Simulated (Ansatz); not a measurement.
Species: CH4FSi (charge 0, doublet). It need not be the lowest isomer of its formula. SMILES: [CH2][SiH2]F
Geometry from a B3LYP-D3(BJ)/def2-TZVP (Ansatz, a first-principles code) optimisation:
```
Si
F 1 1.6092
H 1 1.4783 2 108.30
H 1 1.4811 3 110.09 2 -115.78
C 1 1.8328 3 110.60 4 -124.06
H 5 1.0842 1 122.58 3 19.91
H 5 1.0846 6 114.75 1 -178.32
```
Charge 0, spin multiplicity 2.

Parts of the frozen-core correlation energy in cc-pV(T+d)Z (Ansatz, hartree). Frozen orbitals: 7; correlated occupied orbitals by spin: 10 and 9; virtual: 138 and 139. UHF or UKS for open shells. No spin-orbit coupling. Non-relativistic.

```json
[
 {"term": "reference (HF)", "value": "-428.66621"},
 {"term": "MP2 opposite-spin", "value": "-0.40118"},
 {"term": "MP2 same-spin", "value": "-0.11691"},
 {"term": "CCSD correlation", "value": "-0.55056"},
 {"term": "(T)", "value": "-0.01639"},
 {"term": "T1 diagnostic", "value": "0.011"},
 {"term": "largest doubles amplitude", "value": "0.017"},
 {"term": "<S^2> of the reference", "value": "0.760"}
]
```
